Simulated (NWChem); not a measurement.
System: SiH3Br; SMILES [SiH3]Br

```xyz
5

Si     0.0000     0.0000    -1.4171
Br     0.0000     0.0000     0.8093
H      0.9974     0.9974    -1.8938
H     -1.3624     0.3651    -1.8938
H      0.3651    -1.3624    -1.8938
```
Atoms are numbered in this order, from 1.

Level: PBE0/def2-SVP (NWChem), optimised geometry, unscaled harmonic frequencies. This build's default masses of Se (78.918 u) and Br (79.917 u) are each other's, which moves their modes by up to 0.6 %.

| frequency (cm⁻¹) | IR intensity (km/mol) |
|---|---|
| 435 | 39.9 |
| 627 | 17.6 |
| 627 | 17.6 |
| 932 | 314.0 |
| 939 | 56.2 |
| 939 | 56.2 |
| 2254 | 54.8 |
| 2268 | 92.6 |
| 2268 | 92.6 |

| Property | Value |
|---|---|
| zero-point energy | 16.1 kcal/mol |
| thermal correction to the enthalpy at 298.15 K (with zero-point energy) | 18.9 kcal/mol |
| heat capacity Cv | 10.7 cal/(mol K) |
| entropy at 298.15 K and 1 atm (symmetry number 3) | 62.7 cal/(mol K) |
| dipole moment | 1.38 D |

Rigid rotor and harmonic oscillator.
